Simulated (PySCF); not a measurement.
H5Si, SMILES [SiH5-], charge -1.

The structure is a stationary point at PBE-D3(BJ)/def2-TZVPD.

Computed with PBE-D3(BJ)/def2-TZVPD in PySCF.

Frequencies are harmonic and unscaled.

Modes within 1.5 cm⁻¹ of each other (mostly degenerate sets) share a row, with their intensities summed.

Computed harmonic wavenumbers and intensities:
```
mode   ν (cm⁻¹)  IR (km/mol)  moving atoms (share of kinetic energy)
-----  --------  -----------  --------------------------------------
1–2         480          0.2                                  H 99 %
3           924        812.4                         H 88 %, Si 12 %
4–5         979        680.4                         H 90 %, Si 10 %
6–7        1146          0.0                                 H 100 %
8          1307          0.0                                 H 100 %
9          1449       1541.3                                  H 97 %
10–11      1868        983.7                                  H 96 %
12         1890          0.0                                 H 100 %
```
